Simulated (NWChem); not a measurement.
System: C₅H₇O, doublet; SMILES C1(C[CH]CC1)=O

```xyz
13

O     -0.0517     2.1030     0.0596
C     -0.0056     0.8953    -0.0061
C      1.2802     0.0536    -0.0347
C      0.8048    -1.3585    -0.0090
C     -0.6924    -1.4761     0.0798
C     -1.2242    -0.0355    -0.0851
H      1.9232     0.3371     0.8154
H      1.8642     0.3178    -0.9332
H      1.4670    -2.2166     0.0187
H     -1.0036    -1.9033     1.0477
H     -1.0988    -2.1579    -0.6815
H     -1.6975     0.1199    -1.0630
H     -1.9620     0.2593     0.6677
```
Atoms are numbered in this order, from 1.

Program: NWChem. Spin-unrestricted. The geometry was optimised at B3LYP/6-31G* (spherical d), spin-unrestricted. No stability test was run on the SCF state. Atomic charges in e: unrestrained fits to the electrostatic potential beside Mulliken populations; buried atoms are poorly determined by the fit.

### Question
Predict the results for B3LYP/def2-SVP. Quantities: ESP O1; Mulliken O1; ESP C2; Mulliken C2; ESP C3; Mulliken C3; ESP C4; Mulliken C4; ESP C5; Mulliken C5; relative RMS misfit of the potential (%).

### Answer
The ESP O1 comes out as -0.51 and the Mulliken O1 is -0.19. The ESP C2 is 0.52 and the Mulliken C2 is -0.06. The ESP C3 is -0.02 and the Mulliken C3 comes out as 0.11. The ESP C4 is -0.21, the Mulliken C4 is -0.18 and the ESP C5 is 0.11. The Mulliken C5 comes out as 0.07 and the relative RMS misfit of the potential (%) is 24.
